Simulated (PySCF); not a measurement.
Species: C7H11BO.
Cartesian coordinates in Å at the PBE0-D3(BJ)/def2-SVP level; atoms count from 1:
```
atom  x, y, z in Å
C1    -1.536    2.180    0.665
C2    -0.904    1.445   -0.069
C3    -0.307    0.451   -0.945
B4    -1.677   -0.345   -1.061
C5    -1.567   -1.591   -0.116
C6    -0.283   -1.374    0.687
C7     0.629   -0.529   -0.198
O8     1.631    0.048    0.580
C9     2.579    0.777   -0.136
H10   -2.058    2.855    1.318
H11    0.112    0.914   -1.849
H12   -2.591   -0.031   -1.784
H13   -1.445   -2.436   -0.829
H14   -2.453   -1.849    0.482
H15   -0.493   -0.781    1.593
H16    0.216   -2.298    1.015
H17    1.089   -1.171   -0.982
H18    3.359    1.095    0.569
H19    3.052    0.169   -0.933
H20    2.148    1.683   -0.605
```

Computed with PySCF at PBE0/pcSseg-1, non-relativistic, on one gas-phase PBE0-D3(BJ)/def2-SVP geometry that isn't relaxed in the solvent. The solvent is an IEF-PCM continuum (Bondi radii, 1.10 Å for H, scaled by 1.2). The model holds no explicit solvent molecules, cavitation or dispersion.

Gas phase at PBE0/pcSseg-1: HOMO -7.23 eV, LUMO -0.97 eV, dipole 0.91 D.

Task: What does the continuum do to the energy, the frontier levels and the dipole at PBE0/pcSseg-1 in tetrahydrofuran and dimethylsulfoxide?

Result: 
```tsv
solvent	ε	E(solvent) − E(gas) (kcal/mol)	polarisation term (kcal/mol)	distortion of the solute (kcal/mol)	HOMO (eV)	LUMO (eV)	dipole (D)
tetrahydrofuran	7.426	-4.26	-4.80	0.54	-7.28	-0.96	1.37
dimethylsulfoxide	46.83	-5.34	-6.23	0.89	-7.31	-0.96	1.55
```

The polarisation term is half the interaction of the solute with the surface charges that it induces; the rest is the cost of distorting the solute's density. The sum is the electrostatic part of solvation alone. From tetrahydrofuran to dimethylsulfoxide the lowering changes by a factor 1.25, Onsager's factor (ε − 1)/(2ε + 1) by 1.19 and ε itself by 6.3.

Task: Give the dipole vector in the frame of the coordinates (D, pointing from negative to positive charge), gas and dimethylsulfoxide.

Result: Gas (0.24, -0.14, -0.87), solvent (0.36, -0.42, -1.45). Its length changes by +71 % and its direction by 7°.

Task: Which ESP-fitted charges (PBE0/pcSseg-1) respond most in dimethylsulfoxide (means over atoms taken as equivalent)?

Result: 
| atoms | environment | gas (e) | solvent (e) | change |
| --- | --- | --- | --- | --- |
| C2 | alkyne carbon | +0.104 | +0.052 | -0.052 |
| O8 | ether oxygen | -0.426 | -0.476 | -0.050 |
| H10 | alkyne hydrogen | +0.309 | +0.333 | +0.024 |
| H17 | methine hydrogen | +0.015 | +0.039 | +0.024 |
| C3 | sp3 carbon bound to boron | -0.322 | -0.301 | +0.021 |
| B4 | three-coordinate boron | +0.249 | +0.265 | +0.016 |
| H13 | methylene hydrogen | +0.065 | +0.082 | +0.017 |
| H11 | methine hydrogen | +0.134 | +0.149 | +0.015 |
| C1 | terminal alkyne carbon | -0.440 | -0.454 | -0.014 |
| H15 | methylene hydrogen | +0.087 | +0.074 | -0.013 |
| H18/H19/H20 | methyl hydrogen | +0.077 | +0.089 | +0.012 |
| H12 | B–H hydrogen | -0.108 | -0.119 | -0.011 |

Task: Which Mayer bond orders change most in dimethylsulfoxide?

Result: 
```json
{"bond": "C1–C2", "length (Å)": "1.216", "gas": "2.518", "solvent": "2.490", "change": "-0.028"}
{"bond": "C7–O8", "length (Å)": "1.394", "gas": "0.937", "solvent": "0.924", "change": "-0.013"}
{"bond": "O8–C9", "length (Å)": "1.393", "gas": "0.944", "solvent": "0.931", "change": "-0.013"}
{"bond": "C2–C3", "length (Å)": "1.453", "gas": "0.990", "solvent": "0.981", "change": "-0.009"}
{"bond": "B4–C5", "length (Å)": "1.568", "gas": "0.993", "solvent": "1.002", "change": "+0.009"}
{"bond": "C1–H10", "length (Å)": "1.074", "gas": "1.116", "solvent": "1.125", "change": "+0.009"}
{"bond": "C3–H11", "length (Å)": "1.099", "gas": "0.907", "solvent": "0.899", "change": "-0.008"}
{"bond": "C7–C3", "length (Å)": "1.548", "gas": "0.999", "solvent": "1.006", "change": "+0.007"}
```

Task: How do the nuclear quadrupole coupling constants eQVzz/h respond in dimethylsulfoxide?

Result: 
| nucleus | Q (barn) | gas (MHz) | solvent (MHz) | η gas | η solvent |
| --- | --- | --- | --- | --- | --- |
| 11B at B4 | 0.04059 | 5.49 | 5.50 | 0.16 | 0.15 |
| 17O at O8 | -0.0256 | -11.99 | -11.78 | 0.97 | 0.97 |
